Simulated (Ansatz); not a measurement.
Isolated molecules relaxed with PBE0-D4/def2-TZVP in Ansatz; ΔE leaves out vibrations. CCSD(T)/CBS is the MP2 limit (def2-TZVPP, def2-QZVPP) plus CCSD(T) − MP2 in def2-TZVPP, frozen cores. Functionals use def2-TZVPP. B3LYP here is the variant with VWN-RPA as its local correlation; programs differ in this. For Ge outer-core shells are correlated without core-valence functions, which leaves a few kJ/mol of doubt a bond. Scalar relativity is left out up to krypton. Each species was taken in one conformer, which may not be the lowest.

Reaction (ligand exchange at the Si–N bond): `[NH2][GeH2][NH][SiH](N)F` + CH₃NH₂ → `CN[SiH](N)F` + `[NH2][GeH2][NH2]`

`[NH2][GeH2][NH][SiH](N)F`:

```xyz
14

N    -1.558    0.148    1.281
Ge    0.240   -0.194    1.542
N     0.866   -0.927   -0.017
Si    0.840   -0.202   -1.559
N    -0.354    0.992   -1.501
F     2.208    0.530   -1.968
H    -2.145   -0.675    1.304
H    -1.941    0.832    1.920
H     0.531   -1.240    2.639
H     0.874    1.167    1.862
H     1.249   -1.855    0.069
H     0.722   -1.268   -2.583
H    -1.133    0.916   -0.863
H    -0.398    1.776   -2.126
```

CH₃NH₂:

Cartesian coordinates in Å:
```
C -0.461 0.092 0.319
N 0.874 -0.003 -0.247
H -1.268 -0.316 -0.306
H -0.695 1.140 0.522
H -0.486 -0.431 1.278
H 0.921 0.486 -1.132
H 1.114 -0.968 -0.433
```

`CN[SiH](N)F`:

Cartesian coordinates in Å:
```
C 0.392 -0.447 -1.841
N 0.472 0.207 -0.553
Si -0.317 -0.286 0.860
N -0.416 1.055 1.902
F 0.433 -1.394 1.747
H 0.282 0.279 -2.651
H -0.486 -1.096 -1.865
H 1.267 -1.071 -2.057
H 1.239 0.856 -0.465
H -1.566 -0.956 0.422
H -0.476 0.928 2.898
H -0.824 1.924 1.602
```

`[NH2][GeH2][NH2]`:

Cartesian coordinates in Å:
```
N -1.370 0.066 0.701
Ge 0.024 0.383 -0.445
N 1.325 -0.775 0.123
H -1.758 -0.865 0.640
H -2.119 0.743 0.666
H 0.326 1.893 -0.304
H -0.204 0.034 -1.934
H 2.110 -0.882 -0.504
H 1.666 -0.596 1.057
```

Is it downhill or uphill in electronic energy at CCSD(T)/CBS, and by how much? (Best estimate.)

The calculation gave: Uphill: ΔE = +17.5 kJ/mol.

What do these levels give: PBE-D4, ωB97X-V, B2PLYP, r2SCAN, PBE0, B3LYP, MP2/def2-TZVPP, CCSD(T)/def2-TZVPP, HF/def2-QZVPP, MP2/def2-QZVPP, SCS-MP2/def2-QZVPP, HF/CBS(def2)? (An estimate is asked.)

Ansatz gave: PBE-D4 16.5, ωB97X-V 16.6, B2PLYP 14.0, r2SCAN 14.7, PBE0 13.0, B3LYP 10.5, MP2/def2-TZVPP 18.8, CCSD(T)/def2-TZVPP 18.8, HF/def2-QZVPP 10.4, MP2/def2-QZVPP 17.9, SCS-MP2/def2-QZVPP 15.9, HF/CBS(def2) 10.3 kJ/mol.

Largest T1 diagnostic among the species: 0.011.

The D4 term adds +7.5 kJ/mol with B3LYP and +4.3 kJ/mol with PBE0; it sums over pairs of atoms, weighted by their polarisabilities, and B3LYP, whose exchange is more repulsive, gets the larger term. In def2-TZVPP, CCSD(T) changes the Hartree–Fock value by +7.8 kJ/mol (the triples alone add +1.5 kJ/mol) and MP2 by +7.8 kJ/mol.
